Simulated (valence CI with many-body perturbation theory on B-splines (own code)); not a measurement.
E1 transitions of Cl XIII

Computed by valence CI with perturbative core correlation (CI+MBPT): three valence electrons over a frozen Dirac-Fock core [He], a basis of 11 s, 11 p, 10 d, 8 f, 5 g, 2 h functions for each j, with the one-electron correlation potential Σ1, the two-electron term Σ2, the three-electron term Σ3, Breit, model QED; selected CI, second order for the rest, scaled by the run's own slope (own B-spline code, finite nucleus).

No measured spectrum was set against this ion. As an estimate, levels of excited configurations hold to 0.05 to 0.15 % of their energy, terms of the ground configuration to about 0.5 %.

Lines 151 to 200 of 533 in falling wavelength, among levels below 557.36 eV, chosen from the strongest by gf and those to the six lowest levels. Wavelengths and rates use the calculated energies, so an error of 400 cm⁻¹ moves a line at 26.22 nm by 0.1 % and its rate by three times that or more. Electric multipoles are in the length gauge with retardation, E1 and E2 with the static RPA response of the core. Weak lines are less certain than strong ones. Lines between different terms over intervals too small for the method are left out, as are lines whose strength nearly cancels. Where a level lies close to another of its J and parity, the split of strength between their lines is uncertain. The highest levels of a list are the least certain.

Names give the largest LS component (configuration and term), which can be under half, so a name can repeat, a term be missing and a line seem to break the LS rules; names also repeat where a configuration has a term twice. Letters in brackets count levels of one name in rising energy.

| λ vac (nm) | Upper | Lower | A (s⁻¹) | S (a.u.) with core polarisation | S without |
| --- | --- | --- | --- | --- | --- |
| 26.22 | 2p2 3d 2D_5/2 [c] | 2s 2p 3d 2F°_7/2 [b] | 7.28e+09 | 3.89e-01 | 3.91e-01 |
| 26.15 | 2p2 3p 2P°_3/2 [c] | 2s 2p 3p 2P_3/2 [b] | 3.87e+09 | 1.37e-01 | 1.37e-01 |
| 26.12 | 2p2 3d 2D_3/2 [c] | 2s 2p 3d 2F°_5/2 [b] | 7.80e+09 | 2.75e-01 | 2.76e-01 |
| 26.04 | 2p2 3p 2P°_3/2 [c] | 2s 2p 3p 2D_5/2 [b] | 8.40e+09 | 2.93e-01 | 2.94e-01 |
| 26.02 | 2p2 3s 4P_5/2 | 2s 2p 3s 4P°_3/2 | 2.49e+09 | 1.30e-01 | 1.31e-01 |
| 26.02 | 2p2 3p 2P°_1/2 [c] | 2s 2p 3p 2D_3/2 [b] | 1.03e+10 | 1.78e-01 | 1.79e-01 |
| 25.98 | 2p2 3s 2S_1/2 | 2s 2p 3s 2P°_3/2 [b] | 8.83e+09 | 1.53e-01 | 1.54e-01 |
| 24.38 | 2s2 5s 2S_1/2 | 2s2 4p 2P°_3/2 | 2.47e+10 | 3.53e-01 | 3.54e-01 |
| 24.34 | 2s 2p 3d 2F°_7/2 [b] | 2s2 3d 2D_5/2 | 3.80e+09 | 2.16e-01 | 2.18e-01 |
| 24.26 | 2s2 5s 2S_1/2 | 2s2 4p 2P°_1/2 | 1.36e+10 | 1.91e-01 | 1.92e-01 |
| 24.23 | 2s 2p 3d 2F°_5/2 [b] | 2s2 3d 2D_3/2 | 3.61e+09 | 1.52e-01 | 1.54e-01 |
| 23.66 | 2s 2p 4s 2P°_1/2 [b] | 2s2 4s 2S_1/2 | 1.03e+10 | 1.34e-01 | 1.35e-01 |
| 23.64 | 2s 2p 4s 2P°_3/2 [b] | 2s2 4s 2S_1/2 | 1.01e+10 | 2.63e-01 | 2.65e-01 |
| 23.56 | 2s 2p 3d 2D°_3/2 [b] | 2s2 3d 2D_3/2 | 8.69e+09 | 2.24e-01 | 2.26e-01 |
| 23.53 | 2s 2p 3d 2D°_5/2 [b] | 2s2 3d 2D_5/2 | 9.13e+09 | 3.52e-01 | 3.54e-01 |
| 23.53 | 2s 2p 3p 2D_5/2 [b] | 2s2 3p 2P°_3/2 | 6.67e+09 | 2.57e-01 | 2.59e-01 |
| 23.43 | 2s 2p 3p 2P_3/2 [b] | 2s2 3p 2P°_3/2 | 9.11e+09 | 2.31e-01 | 2.33e-01 |
| 23.39 | 2s 2p 3p 2D_3/2 [b] | 2s2 3p 2P°_1/2 | 7.28e+09 | 1.84e-01 | 1.85e-01 |
| 23.26 | 2s 2p 3s 2P°_1/2 [b] | 2s2 3s 2S_1/2 | 9.52e+09 | 1.18e-01 | 1.19e-01 |
| 23.25 | 2s 2p 3s 2P°_3/2 [b] | 2s2 3s 2S_1/2 | 8.22e+09 | 2.04e-01 | 2.05e-01 |
| 22.91 | 2p3 4S°_3/2 | 2s 2p2 4P_5/2 | 1.01e+10 | 2.40e-01 | 2.41e-01 |
| 22.65 | 2s 2p 3d 2P°_1/2 [b] | 2s2 3d 2D_3/2 | 1.23e+10 | 1.42e-01 | 1.42e-01 |
| 22.64 | 2s 2p 3d 2P°_3/2 [b] | 2s2 3d 2D_5/2 | 1.11e+10 | 2.54e-01 | 2.56e-01 |
| 22.45 | 2p3 4S°_3/2 | 2s 2p2 4P_3/2 | 7.17e+09 | 1.60e-01 | 1.61e-01 |
| 22.13 | 2p3 4S°_3/2 | 2s 2p2 4P_1/2 | 3.77e+09 | 8.06e-02 | 8.10e-02 |
| 21.76 | 2s 2p2 2S_1/2 | 2s2 2p 2P°_3/2 | 2.73e+09 | 2.78e-02 | 2.79e-02 |
| 21.61 | 2p3 2P°_1/2 | 2s 2p2 2D_3/2 | 1.06e+10 | 1.06e-01 | 1.06e-01 |
| 21.51 | 2p3 2P°_3/2 | 2s 2p2 2D_5/2 | 7.91e+09 | 1.55e-01 | 1.56e-01 |
| 21.48 | 2p3 2P°_3/2 | 2s 2p2 2D_3/2 | 1.47e+09 | 2.88e-02 | 2.90e-02 |
| 20.97 | 2s 2p2 2S_1/2 | 2s2 2p 2P°_1/2 | 1.08e+10 | 9.78e-02 | 9.84e-02 |
| 20.53 | 2s 2p2 2P_1/2 | 2s2 2p 2P°_3/2 | 1.30e+10 | 1.11e-01 | 1.11e-01 |
| 20.20 | 2s 2p2 2P_3/2 | 2s2 2p 2P°_3/2 | 1.95e+10 | 3.17e-01 | 3.18e-01 |
| 19.83 | 2s 2p2 2P_1/2 | 2s2 2p 2P°_1/2 | 8.39e+09 | 6.45e-02 | 6.49e-02 |
| 19.51 | 2s 2p2 2P_3/2 | 2s2 2p 2P°_1/2 | 3.63e+09 | 5.32e-02 | 5.35e-02 |
| 11.63 | 2s 2p 4p 2D_5/2 | 2s 2p 3d 2F°_7/2 [a] | 1.42e+10 | 6.62e-02 | 6.61e-02 |
| 11.26 | 2s 2p 4f 4G_5/2 [b] | 2s 2p 3d 2P°_3/2 [a] | 6.63e+10 | 2.81e-01 | 2.81e-01 |
| 11.25 | 2s 2p 4f 4F_9/2 | 2s 2p 3d 2F°_7/2 [a] | 2.30e+10 | 1.62e-01 | 1.62e-01 |
| 11.17 | 2s 2p 4f 4F_7/2 [a] | 2s 2p 3d 2F°_5/2 [a] | 3.80e+10 | 2.09e-01 | 2.09e-01 |
| 11.13 | 2s 2p 4f 2D_3/2 | 2s 2p 3d 2P°_1/2 [a] | 2.44e+11 | 6.66e-01 | 6.66e-01 |
| 11.12 | 2s 2p 4f 4D_5/2 | 2s 2p 3d 2P°_3/2 [a] | 5.26e+10 | 2.15e-01 | 2.15e-01 |
| 11.12 | 2s 2p 4f 2F_5/2 | 2s 2p 3d 2F°_5/2 [a] | 1.85e+10 | 7.51e-02 | 7.51e-02 |
| 11.11 | 2s 2p 4f 2F_7/2 [a] | 2s 2p 3d 2F°_5/2 [a] | 5.19e+10 | 2.81e-01 | 2.81e-01 |
| 11.10 | 2s 2p 4f 4G_9/2 | 2s 2p 3d 2F°_7/2 [a] | 8.56e+09 | 5.78e-02 | 5.78e-02 |
| 11.09 | 2s 2p 4f 4F_7/2 [b] | 2s 2p 3d 2F°_7/2 [a] | 1.25e+10 | 6.75e-02 | 6.75e-02 |
| 11.09 | 2s 2p 4f 2D_5/2 | 2s 2p 3d 2P°_3/2 [a] | 1.83e+11 | 7.40e-01 | 7.40e-01 |
| 11.08 | 2s 2p 4f 2G_7/2 | 2s 2p 3d 2F°_5/2 [a] | 1.37e+11 | 7.36e-01 | 7.36e-01 |
| 11.07 | 2s 2p 4f 2F_7/2 [b] | 2s 2p 3d 2F°_7/2 [a] | 3.61e+10 | 1.93e-01 | 1.94e-01 |
| 11.06 | 2s 2p 4f 2D_3/2 | 2s 2p 3d 2P°_3/2 [a] | 5.87e+10 | 1.57e-01 | 1.57e-01 |
| 11.05 | 2s 2p 4f 2G_9/2 | 2s 2p 3d 2F°_7/2 [a] | 3.42e+11 | 2.28e+00 | 2.28e+00 |
| 10.96 | 2s 2p 4f 4F_7/2 [b] | 2s 2p 3d 2F°_5/2 [a] | 4.33e+10 | 2.25e-01 | 2.26e-01 |
